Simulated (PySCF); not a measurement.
Start geometry of `C[Si](C)(C)C` from GFN2-xTB (Å):
```
atom  x, y, z in Å
C1    -0.4066   -1.2134   -1.4194
Si2   -0.0012   -0.0007   -0.0018
C3     0.0081    1.7855   -0.6754
C4    -1.3198   -0.1549    1.3703
C5     1.7161   -0.4155    0.7216
H6    -1.3797   -1.0036   -1.8532
H7    -0.4187   -2.2416   -1.0702
H8     0.3270   -1.1480   -2.2173
H9     0.2425    2.5019    0.1064
H10   -0.9581    2.0579   -1.0892
H11    0.7465    1.9077   -1.4621
H12   -2.3121    0.0753    0.9941
H13   -1.3509   -1.1605    1.7791
H14   -1.1170    0.5258    2.1917
H15    1.7463   -1.4264    1.1171
H16    2.4931   -0.3368   -0.0328
H17    1.9775    0.2592    1.5312
```

Q: What comes out of this run: PySCF, PBE0-D3(BJ)/def2-SVP geometry optimisation, gas phase?

A: 
```
atom  x, y, z in Å
C1    -0.721   -1.186   -1.278
Si2    0.005   -0.005   -0.001
C3     0.243    1.694   -0.780
C4    -1.168    0.133    1.466
C5     1.670   -0.665    0.586
H6    -1.695   -0.825   -1.645
H7    -0.874   -2.189   -0.849
H8    -0.053   -1.291   -2.148
H9     0.673    2.406   -0.058
H10   -0.716    2.110   -1.130
H11    0.922    1.643   -1.646
H12   -2.151    0.521    1.156
H13   -1.329   -0.849    1.940
H14   -0.766    0.814    2.234
H15    1.562   -1.658    1.050
H16    2.377   -0.763   -0.253
H17    2.124    0.007    1.332
```

The energy falls by 7.4 kJ/mol over 9 energy and gradient evaluations, the largest force component goes from 0.0165 to 1.0e-04 Eh/bohr, and the atoms move by 0.027 Å rms after alignment. Among the bonds, C1–Si2, Si2–C3, Si2–C4 and Si2–C5 change most and about equally (-0.025 Å). Bonds longer at the end by more than 0.005 Å: 12 of 16; shorter: 4. The orientation of the end geometry is arbitrary; only internal coordinates are fixed.

The run used 134 basis functions and 48 SCF cycles in all.

No frequency check.
